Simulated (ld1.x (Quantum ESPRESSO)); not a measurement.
**Scattering properties, ultrasoft potential for lanthanum (La)**

```json
{
 "Element": "lanthanum",
 "Generator": "ld1.x (Quantum ESPRESSO) 7.5",
 "Type": "ultrasoft",
 "Functional": "PBE",
 "Relativity": "fully relativistic",
 "Frozen core": "[Kr] 4d10",
 "Valence charge": "11",
 "Reference configuration": "4f0 5s2 5p6 5d1 6s2 6p0",
 "Partial waves": "5s (bound): rcut 2.00, rcutus 2.50 bohr; 6s (bound): rcut 2.00, rcutus 2.50 bohr; 5p (bound): rcut 2.45, rcutus 3.20 bohr; 6p (bound, empty): rcut 2.45, rcutus 3.20 bohr; 5d (bound): rcut 2.10, rcutus 2.95 bohr; 5d channel at 3.75 Ry: rcut 2.10, rcutus 2.95 bohr; 4f (bound, empty): rcut 1.35, rcutus 1.75 bohr; 4f channel at 0.8 Ry: rcut 1.35, rcutus 1.75 bohr",
 "Local potential": "all-electron potential smoothed inside 2.70 bohr (lloc = -2)",
 "Core correction": "none",
 "Augmentation charge": "built from norm-conserving waves at rcut, not smoothed further"
}
```

Open shells are filled in proportion to 2j + 1 (rel_dist='average').

The phase is arctan(r·u′/u) with u = r·R(r), unwrapped; energies in Ry, scanned from -5 to 5 Ry. A pole is an energy at which the radial function vanishes at the test radius. The pseudo phase is shifted by a multiple of π to meet the all-electron one at the reference energy, and phase errors are pseudo minus all-electron; the curves can meet again beyond the range given. Levels narrower than the energy grid can be missing from the lists of poles.

| channel | radius (bohr) | reference energy (Ry) | poles, all-electron | poles, pseudo | unbroken range about the reference energy with phases within 0.05 rad | phase error 1 Ry above the reference energy (rad) |
| --- | --- | --- | --- | --- | --- | --- |
| s | 3.49 | -0.27 | -2.83, 1.53 | -2.93, -1.54, 2.51 | not even at the reference energy | +0.255 |
| p1/2 | 3.49 | -0.11 | -1.70, 2.32 | -1.79, 0.84 | not even at the reference energy | -0.521 |
| p3/2 | 3.49 | -0.10 | -1.50, 2.53 | -1.58, 0.34 | not even at the reference energy | -1.052 |
| d3/2 | 3.49 | -0.24 | 0.22, 4.14 | 0.15 | not even at the reference energy | +0.009 |
| d5/2 | 3.49 | -0.22 | 0.25, 4.20 | 0.19 | not even at the reference energy | +0.010 |
| f5/2 | 3.49 | -0.33 | -0.30, 2.36 | -0.44, 2.27 | not even at the reference energy | -0.108 |
| f7/2 | 3.49 | -0.31 | -0.28, 2.37 | -0.42, 2.29 | not even at the reference energy | -0.115 |

A Bessel basis up to 400 Ry misses an occupied level by 0.44 Ry, so cutoffs and ghosts were not judged. The potential misses its own reference levels by up to 1.4 eV, so it is not fit for use.

Phases in the p3/2 channel:

```json
{"E (Ry)": "-5.00", "all-electron": "1.434", "pseudo": "1.436"}
{"E (Ry)": "-4.48", "all-electron": "1.425", "pseudo": "1.427"}
{"E (Ry)": "-3.96", "all-electron": "1.413", "pseudo": "1.417"}
{"E (Ry)": "-3.44", "all-electron": "1.398", "pseudo": "1.403"}
{"E (Ry)": "-2.92", "all-electron": "1.377", "pseudo": "1.383"}
{"E (Ry)": "-2.40", "all-electron": "1.339", "pseudo": "1.347"}
{"E (Ry)": "-1.88", "all-electron": "1.194", "pseudo": "1.131"}
{"E (Ry)": "-1.36", "all-electron": "-1.683", "pseudo": "-1.697"}
{"E (Ry)": "-0.84", "all-electron": "-1.819", "pseudo": "-1.780"}
{"E (Ry)": "-0.32", "all-electron": "-1.952", "pseudo": "-1.850"}
{"E (Ry)": "0.20", "all-electron": "-2.313", "pseudo": "-2.183"}
{"E (Ry)": "0.72", "all-electron": "-3.740", "pseudo": "-5.091"}
{"E (Ry)": "1.24", "all-electron": "-4.425", "pseudo": "-5.377"}
{"E (Ry)": "1.76", "all-electron": "-4.600", "pseudo": "-6.136"}
{"E (Ry)": "2.28", "all-electron": "-4.683", "pseudo": "-7.115"}
{"E (Ry)": "2.80", "all-electron": "-4.740", "pseudo": "-7.482"}
{"E (Ry)": "3.32", "all-electron": "-4.791", "pseudo": "-7.629"}
{"E (Ry)": "3.84", "all-electron": "-4.852", "pseudo": "-7.706"}
{"E (Ry)": "4.36", "all-electron": "-4.957", "pseudo": "-7.755"}
{"E (Ry)": "4.88", "all-electron": "-5.268", "pseudo": "-7.789"}
```
